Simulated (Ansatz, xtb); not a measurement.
**ClH2NSi2: which of two isomers lies lower**

Structure I: `[SiH2]=N[Si]Cl`, a singlet. Structure II: `[Si]=N[SiH2]Cl`, a singlet. Both are isolated molecules in the gas phase, relaxed with B3LYP/6-31G*; the shapes shown needn't be the lowest conformers.

I (Å):

```yaml
atoms:
  - { symbol: Cl, position_ang: [-1.5474, 1.3007, -2.7008] }
  - { symbol: N, position_ang: [0.2089, 0.2909, -0.5151] }
  - { symbol: Si, position_ang: [0.1592, -0.6021, 0.8053] }
  - { symbol: Si, position_ang: [0.4419, 1.2570, -1.8773] }
  - { symbol: H, position_ang: [0.4171, -2.0602, 0.8086] }
  - { symbol: H, position_ang: [-0.0939, -0.0438, 2.1532] }
```

II (Å):

```yaml
atoms:
  - { symbol: Cl, position_ang: [-0.0171, 0.9482, -0.8244] }
  - { symbol: N, position_ang: [-2.1134, -0.9420, -2.1846] }
  - { symbol: Si, position_ang: [-3.3873, -0.8872, -3.1133] }
  - { symbol: Si, position_ang: [-0.7338, -0.9801, -1.1806] }
  - { symbol: H, position_ang: [0.3735, -1.7261, -1.8229] }
  - { symbol: H, position_ang: [-1.0540, -1.5591, 0.1450] }
```

Problem. Which of the two would you expect CCSD(T)/def2-TZVP electronic energies to favour?

Solution. Structure II; the calculation gives E(II) − E(I) = −31.6 kcal/mol.

How the difference moves with the method:

| level | geometry | E(II) − E(I) (kcal/mol) | departure from the last row (kcal/mol) | job, with rough time for the two |
| --- | --- | --- | --- | --- |
| B3LYP/6-31G* | B3LYP/6-31G* | −28.2 | +3.4 | optimisation, 52 s |
| HF/def2-TZVP | B3LYP/6-31G* | −33.4 | −1.8 | part of the CCSD(T) run |
| MP2/def2-TZVP | B3LYP/6-31G* | −32.9 | −1.3 | part of the CCSD(T) run |
| CCSD(T)/def2-TZVP | B3LYP/6-31G* | −31.6 |  | single point, 94 s |

As drawn, both hold the same kinds of bond in the same numbers.

None of the levels shown reverses the order. The largest departure from CCSD(T)/def2-TZVP is that of B3LYP/6-31G*, 3.4 kcal/mol. Levels run at GFN2-xTB geometries aren't shown.

With harmonic frequencies from B3LYP/6-31G* (ideal gas, rigid rotor, one conformer each, 298.15 K, 1 atm): the zero-point term adds +1.2 kcal/mol; ΔH is −30.8 and ΔG −30.1 kcal/mol.

The correlated steps freeze 16 core orbitals. Run with Ansatz 0.2.0; the last row on 1 thread of Arm Neoverse V1 on a shared host.
